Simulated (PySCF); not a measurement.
Input of a run (PBE0-D3(BJ)/def2-SVP geometry optimisation, gas phase (PySCF 2.14.0)), started from GFN2-xTB:
```
{"job": {"xc": "PBE0", "basis": "def2-SVP", "d3": "d3bj", "grid": 1, "kind": "geom"}, "charge": 0, "multiplicity": 1}
C     -2.279819     0.975317     0.032012
C     -2.013178    -0.414166    -0.530656
C     -0.998297    -1.188825     0.320408
C      0.358800    -0.550987     0.266734
C      1.170291    -0.678235    -0.859249
C      2.402999    -0.051362    -0.870640
C      2.790220     0.682771     0.240573
C      1.913351     0.749302     1.310886
N      0.734540     0.152670     1.326180
H     -1.356288     1.545724     0.091884
H     -2.698097     0.904520     1.033021
H     -2.980648     1.516285    -0.599963
H     -2.947443    -0.978997    -0.565667
H     -1.636166    -0.328756    -1.552615
H     -1.332734    -1.206073     1.358024
H     -0.930722    -2.214894    -0.048569
H      0.838514    -1.262803    -1.704764
H      3.053793    -0.134146    -1.729884
H      3.744357     1.185441     0.274569
H      2.161379     1.307893     2.204682
```

Output (energies in Eh, forces in Eh/bohr):
```
step   0  E = -365.54504618  max force = 0.012171
step   1  E = -365.54707915  max force = 0.002243
step   2  E = -365.54711485  max force = 0.000651
step   3  E = -365.54712475  max force = 0.000803
step   4  E = -365.54713399  max force = 0.000799
step   5  E = -365.54715259  max force = 0.000913
step   6  E = -365.54716163  max force = 0.000755
step   7  E = -365.54715698  max force = 0.001063
step   8  E = -365.54716564  max force = 0.000068
optimisation converged
```

Q: Summarise the run.

A: The energy falls by 0.058 eV over 9 energy and gradient evaluations, the largest force component goes from 0.0122 to 6.8e-05 Eh/bohr, and the atoms move by 0.101 Å rms after alignment. Among the bonds, C1–H10, C1–H11, C1–H12, C5–H17, C7–H19 and C8–H20 change most and about equally (+0.013 to +0.014 Å). Bonds longer at the end by more than 0.005 Å: 17 of 20; shorter: 0. Among the angles that change most is C1–C2–C3, from 111.8° to 114.0°. The energy rose by more than 1e-6 Eh at step 7. The first step brought 96 % of the lowering.

Q: What are the final bond lengths?

A: C1–C2 1.520 Å, C2–C3 1.533 Å, C3–C4 1.503 Å, C4–C5 1.402 Å, C5–C6 1.390 Å, C6–C7 1.393 Å, C7–C8 1.393 Å, C8–N9 1.330 Å, C4–N9 1.336 Å, C1–H10 1.100 Å, C1–H11 1.101 Å, C1–H12 1.101 Å, C2–H13 1.103 Å, C2–H14 1.105 Å, C3–H15 1.101 Å, C3–H16 1.102 Å, C5–H17 1.093 Å, C6–H18 1.093 Å, C7–H19 1.092 Å, C8–H20 1.097 Å. Numbering counts from 1 in the input's order; the species is `CCCc1ccccn1` (2-propylpyridine).

The run used 181 basis functions and 58 SCF cycles in all.

No PBE0-D3(BJ)/def2-SVP frequencies stand behind this structure, so it isn't proved a minimum. One conformer, not necessarily the lowest.

Shape of the structure used: `[CH3:1][CH2:2][CH2:3][c:4]1[cH:5][cH:6][cH:7][cH:8][n:9]1`: C1–C2–C3–C4 -62°, C2–C3–C4–C5 -83°.
